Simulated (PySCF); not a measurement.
# C₆ coefficients of unlike pairs at PW91

Calculated with PySCF 2.14 from the dipole response of each species, C₆(A,B) = (3/π) ∫ α_A(iu) α_B(iu) du, in atomic units, from isotropic polarisabilities. For ions this is the dispersion term alone; charge-induced terms of lower order in 1/R come first.

```tsv
species	configuration	basis	relativity	α (bohr³)	C₆ (like pair)
I	[Kr] 4d10 5s2 5p5 (2P)	aug-cc-pVTZ-PP with one added diffuse shell each of d, f type with ECP28MDF (6s5p5d3f)	core potential	34.52	371.2
Fe⁺	[Ar] 3d6 4s1 (6D)	aug-cc-pVTZ with one added diffuse shell each of s, p, d, f, g type (9s8p6d4f3g)	none	25.42	127.1
O³⁺	[He] 2s2 2p1 (2P)	aug-cc-pVQZ-DK (6s5p4d3f2g)	spin-free X2C	1.349	1.257
P²⁺	[Ne] 3s2 3p1 (2P)	aug-cc-pV(T+d)Z with one added diffuse shell each of s, p, d, f type (7s6p5d3f)	none	9.194	33.09
```

(1) Estimate C₆ for P²⁺ with I.

No spin-orbit coupling is included.

The other pairs:

| pair | C₆ |
| --- | --- |
| Fe⁺, I | 213.4 |
| P²⁺, Fe⁺ | 62.57 |
| O³⁺, Fe⁺ | 11.16 |
| O³⁺, I | 20.11 |
| P²⁺, O³⁺ | 6.148 |

Answers

(1) The integral gives 110.4. The combination rule 2 C_A C_B / (C_A α_B/α_A + C_B α_A/α_B) gives 110.1 and the geometric mean 110.8.
